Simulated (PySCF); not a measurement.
## `COc1cccc2c1Sc1ccccc1S2`, C13H10OS2

Molfile (atoms numbered from 1):
```
C13H10OS2
     RDKit          3D

 26 28  0  0  0  0  0  0  0  0999 V2000
   -3.5616    1.8929   -1.0179 C   0  0  0  0  0  0  0  0  0  0  0  0
   -2.2964    1.2803   -1.0574 O   0  0  0  0  0  0  0  0  0  0  0  0
   -2.0693    0.1971   -0.2730 C   0  0  0  0  0  0  0  0  0  0  0  0
   -2.9812   -0.3648    0.6096 C   0  0  0  0  0  0  0  0  0  0  0  0
   -2.6298   -1.4822    1.3525 C   0  0  0  0  0  0  0  0  0  0  0  0
   -1.3775   -2.0455    1.2298 C   0  0  0  0  0  0  0  0  0  0  0  0
   -0.4626   -1.4981    0.3367 C   0  0  0  0  0  0  0  0  0  0  0  0
   -0.7982   -0.3831   -0.4099 C   0  0  0  0  0  0  0  0  0  0  0  0
    0.2893    0.3674   -1.5896 S   0  0  0  0  0  0  0  0  0  0  0  0
    1.8466    0.2059   -0.7562 C   0  0  0  0  0  0  0  0  0  0  0  0
    2.7593    1.2445   -0.8952 C   0  0  0  0  0  0  0  0  0  0  0  0
    4.0111    1.1582   -0.3163 C   0  0  0  0  0  0  0  0  0  0  0  0
    4.3531    0.0413    0.4302 C   0  0  0  0  0  0  0  0  0  0  0  0
    3.4415   -0.9849    0.5917 C   0  0  0  0  0  0  0  0  0  0  0  0
    2.1923   -0.9135   -0.0110 C   0  0  0  0  0  0  0  0  0  0  0  0
    1.1074   -2.3038    0.1740 S   0  0  0  0  0  0  0  0  0  0  0  0
   -3.7873    2.2897   -0.0228 H   0  0  0  0  0  0  0  0  0  0  0  0
   -3.5092    2.7149   -1.7300 H   0  0  0  0  0  0  0  0  0  0  0  0
   -4.3511    1.1984   -1.3229 H   0  0  0  0  0  0  0  0  0  0  0  0
   -3.9659    0.0589    0.7235 H   0  0  0  0  0  0  0  0  0  0  0  0
   -3.3475   -1.9127    2.0336 H   0  0  0  0  0  0  0  0  0  0  0  0
   -1.0963   -2.9159    1.8006 H   0  0  0  0  0  0  0  0  0  0  0  0
    2.4758    2.1081   -1.4771 H   0  0  0  0  0  0  0  0  0  0  0  0
    4.7174    1.9640   -0.4453 H   0  0  0  0  0  0  0  0  0  0  0  0
    5.3284   -0.0327    0.8865 H   0  0  0  0  0  0  0  0  0  0  0  0
    3.6907   -1.8619    1.1692 H   0  0  0  0  0  0  0  0  0  0  0  0
  1  2  1  0
  2  3  1  0
  3  4  1  0
  4  5  2  0
  5  6  1  0
  6  7  2  0
  7  8  1  0
  8  9  1  0
  9 10  1  0
 10 11  2  0
 11 12  1  0
 12 13  2  0
 13 14  1  0
 14 15  2  0
 15 16  1  0
  8  3  2  0
 15 10  1  0
 16  7  1  0
  1 17  1  0
  1 18  1  0
  1 19  1  0
  4 20  1  0
  5 21  1  0
  6 22  1  0
 11 23  1  0
 12 24  1  0
 13 25  1  0
 14 26  1  0
M  END
```

Computed, not measured: quadratic response wB97X-D/def2-SVPD first hyperpolarisability, Taylor convention, gas phase (PySCF). Geometry: GFN2-xTB.

(1) Give β for the processes computed.

(2) Which lowest excitations, dipole and polarisabilities go with it?

Results:

(1) In au, Taylor convention; the vector part is βᵢ = ⅓ Σⱼ (βᵢⱼⱼ + βⱼᵢⱼ + βⱼⱼᵢ); β∥ is 3/5 of the vector part along the dipole, the dipole points from − to +:
| process | λ (nm) | β vector norm | β∥ | β HRS | depolarisation ratio |
| --- | --- | --- | --- | --- | --- |
| static β(0;0,0) | ∞ | 194.5 | 23.5 | 112.5 | 2.57 |
| second harmonic β(−2ω;ω,ω) | 1064 | 248.6 | 29.1 | 142.8 | 2.65 |
| Pockels β(−ω;ω,0) | 1064 | 209.4 | 25.0 | – | – |
| second harmonic β(−2ω;ω,ω) | 800 | 322.2 | 38.0 | 180.7 | 2.79 |
| Pockels β(−ω;ω,0) | 800 | 222.7 | 26.3 | – | – |

(2) S1 4.34 eV (f = 0.003); S2 4.79 eV (f = 0.032); S3 4.84 eV (f = 0.049); dipole 2.50 D; isotropic α 193.1 au static, 195.9 au at 1064 nm, 198.2 au at 800 nm, 205.7 au at 532 nm, 218.2 au at 400 nm.
